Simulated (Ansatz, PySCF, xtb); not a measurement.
Bond stretch in SMILES B (H3B). The B1–H4 bond (B1 also carries H, H; H4 carries nothing else) is pulled apart rigidly from the PBE0/def2-TZVP optimised geometry.

RCCSD(T) = CCSD(T) on RHF/cc-pVTZ, frozen core run with Ansatz (an electronic-structure program); GFN1-xTB (xtb); RCCSDT = Ansatz with CCSDT on RHF/cc-pVTZ, frozen core; UKS-LDA (SVWN5)/6-31G* = unrestricted LDA (SVWN5)/6-31G*, spherical d (PySCF); RHF/cc-pVTZ (PySCF).

Energies are in kcal/mol, each relative to the lowest point of its own curve near equilibrium.

```
R / Å  RCCSD(T)  GFN1-xTB  RCCSDT  UKS-LDA (SVWN5)/6-31G*    RHF
-----  --------  --------  ------  ----------------------  -----
0.89       43.8      42.7    43.9                    48.2   44.0
0.97       20.1      18.2    20.2                    22.9   20.1
0.99       16.0      14.2    16.1                    18.4   16.0
1.07        5.0       ___     5.0                     6.3    4.9
1.12        1.6       ___     1.6                     2.3    1.5
1.16        0.3       0.1     0.3                     0.6    ___
1.19        0.0       0.0     0.0                     0.0    0.0
1.24        0.6       0.9     0.6                     0.2    ___
1.27        1.5       1.9     1.5                     0.9    1.7
1.30        2.8       3.2     2.7                     1.9    3.1
1.39        8.0       8.5     8.0                     6.7    8.8
1.47       14.0      14.3    14.0                     ___   15.2
1.61       26.0      25.8    25.9                    23.8   28.4
1.76       39.4      38.6    39.3                    37.0   43.4
1.97       57.2      56.2    57.1                    55.1   64.1
2.14       69.8      69.4    69.6                    68.6   79.8
2.36       83.1      84.6    82.9                    84.1   98.3
2.61       93.9      98.6    93.9                    98.6  116.7
2.92          —     111.4       —                   108.9  135.8
3.23          —     119.9       —                   114.1    ___
3.58          —         —       —                   117.0  165.8
4.20          —         —       —                   118.9  184.6
```

**Question.** Fill in the missing entries.

**Answer.** 
- 1.07, GFN1-xTB: 3.9
- 1.12, GFN1-xTB: 1.0
- 1.16, RHF: 0.2
- 1.24, RHF: 0.7
- 1.47, UKS-LDA (SVWN5)/6-31G*: 12.3
- 3.23, RHF: 151.5

Dashes: no converged value, or the column stops at the first point that the program doubted or that broke a chosen test of continuity, which isn't proof of a fault.

The T1 diagnostic of CCSD on the restricted reference of RCCSD(T), RCCSDT exceeds 0.045 at 2.61 to 4.20 Å. The unrestricted determinant behind UKS-LDA (SVWN5)/6-31G* is spin-contaminated at 2.61 to 4.20 Å (<S²> up to 1.0, against 0.00 for a pure singlet). The restricted form behind RHF keeps the bonding electrons paired and can't separate into open-shell fragments.
